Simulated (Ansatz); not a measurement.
ZrFCl3 (ZrCl3F). Total charge 0; singlet. Geometry PBE0-D4/def2-SVP, basis def2-TZVP, Ansatz.

```tsv
run	HOMO (eV)	LUMO (eV)
A	-8.14	-3.13
B	-8.32	-3.28
C	-8.71	-3.18
D	-11.04	-1.42
E	-8.49	-3.51
F	-12.08	-0.36
```

In the def2 sets Zr takes a core potential; there is no spin–orbit coupling.

Question: The runs used BLYP, CAM-B3LYP, LDA (SPW92), PBE, r2SCAN, ωB97X-V. Estimate which is which.

Answer: A BLYP (0 % exact exchange); B PBE (0 % exact exchange); C r2SCAN (0 % exact exchange); D CAM-B3LYP (range-separated); E LDA (SPW92) (0 % exact exchange); F ωB97X-V (range-separated). Exact exchange lowers occupied and raises empty levels; among semilocal functionals meta-GGAs tend to open the gap a little, and such runs are hard to tell apart. The gap grows from 4.97 eV (LDA (SPW92)) to 11.72 eV (ωB97X-V).
